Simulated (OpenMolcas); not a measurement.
An atom or ion with 23 electrons was computed by SS-CASPT2, IPEA 0.25 Eh, imaginary shift 0.1 Eh with spin-orbit coupling (OpenMolcas, ANO-RCC-VTZP, DKH2). The lowest levels that the run gave, each within 12 % of the measured value where one is at hand:

```tsv
J	Parity	E (eV)	g
5/2	even	0.0000	2.002
5/2	even	3.458	0.571
7/2	even	3.461	0.984
11/2	even	3.462	1.273
9/2	even	3.462	1.172
5/2	even	3.786	1.592
3/2	even	3.792	1.720
1/2	even	3.798	2.647
7/2	even	4.139	1.429
1/2	even	4.146	0.021
3/2	even	4.151	1.214
5/2	even	4.152	1.379
```

Which ion is it, and what are the configurations and terms?

Mn2+ (Z = 25, charge +2; active space 5 electrons in 6 orbitals (3d 4s)). J, parity and g give the terms where levels are pure, and mixed ones are named by the computed weights; the size of the splittings, set against known spectra of the 23-electron sequence, gives the charge. In order, with the measured energies in eV (Corliss and Sugar, J. Phys. Chem. Ref. Data 6, 1253 (1977)): 3d⁵ ⁶S_5/2, 3d⁵ ⁴G_5/2, 3d⁵ ⁴G_7/2 (3.3302), 3d⁵ ⁴G_11/2, 3d⁵ ⁴G_9/2, 3d⁵ ⁴P_5/2 (3.6163), 3d⁵ ⁴P_3/2, 3d⁵ ⁴P_1/2, 3d⁵ ⁴D_7/2 (4.0056), 3d⁵ ⁴D_1/2 (4.0132), 3d⁵ ⁴D_3/2, 3d⁵ ⁴D_5/2 (4.0151).

Term energies are means over components that CASPT2 splits; among the terms shown or strongly mixed into the levels shown the widest spread is 55 cm-1 (3d⁵ ⁴G). Some high roots are left out of the spin-orbit mixing, which shifts the levels that they would mix with. Computed and measured levels are paired by configuration, term and J; levels that our copy of the source lacks, or whose pairing is in doubt (as where it misses far off the trend of its configuration), stay unpaired and out of the deviations. Levels of configurations outside the active space are missing.
